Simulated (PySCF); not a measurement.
From one molecule to another.

First species: C7H9NO.
InChI=1S/C7H9NO/c1-8-6-3-2-4-7(9)5-6/h2-5,8-9H,1H3

Second species: C7H9NO.
SMILES with atom numbers: `[N:1]#[C:2][C@@H:3]1[CH2:4][CH2:5][C@H:6]2[O:7][C@H:8]2[CH2:9]1` (hydrogens: H10 on C3; H11, H12 on C4; H13, H14 on C5; H15 on C6; H16 on C8; H17, H18 on C9)

Levels: PBE0/def2-SVPD for HOMO energy, LUMO energy, HOMO–LUMO gap and static isotropic polarisability; TDDFT PBE0/def2-SVPD for lowest singlet excitation; TDA PBE0/def2-SVPD for lowest triplet excitation (Tamm–Dancoff). Geometries: GFN2-xTB. Each species is one conformer at its optimised geometry, gas phase, non-relativistic unless stated. Electronic properties by PySCF.

The conformers computed, where there is a choice (atom-mapped SMILES and torsion angles):
- `[CH3:1][NH:2][c:3]1[cH:4][cH:5][cH:6][c:7]([OH:8])[cH:9]1`: C1–N2–C3–C4 166°, H–O8–C7–C6 179°

The conformers of `N#C[C@@H]1CC[C@H]2O[C@H]2C1` aren't listed.

| property | column X | column Y |
| --- | --- | --- |
| HOMO energy | -8.14 eV | -5.68 eV |
| LUMO energy | 0.32 eV | 0.15 eV |
| HOMO–LUMO gap | 8.46 eV | 5.83 eV |
| lowest singlet excitation | 7.46 eV | 4.80 eV |
| lowest triplet excitation (Tamm–Dancoff) | 6.46 eV | 3.90 eV |
| static isotropic polarisability | 80.4 au | 96.5 au |

(1) Which column belongs to which species?

(2) How does each property change from the first species to the second?

Answers

(1) Column X is the second species and column Y the first. The first has 18 atoms and 66 electrons, the second 18 and 66.

(2) HOMO energy -2.46 eV; LUMO energy +0.17 eV; HOMO–LUMO gap +2.63 eV; lowest singlet excitation +2.66 eV; lowest triplet excitation (Tamm–Dancoff) +2.56 eV; static isotropic polarisability -16.1 au.

On the first: S1 lies 1.03 eV below the HOMO–LUMO gap; its leading configuration is HOMO→LUMO, weight 0.85. The principal polarisabilities are 59.0, 104.9 and 125.6 au; their mean is the isotropic value.

On the second: The principal polarisabilities are 75.5, 80.5 and 85.1 au; their mean is the isotropic value. S1 lies 1.00 eV below the HOMO–LUMO gap; its leading configuration is HOMO→LUMO, weight 0.96.
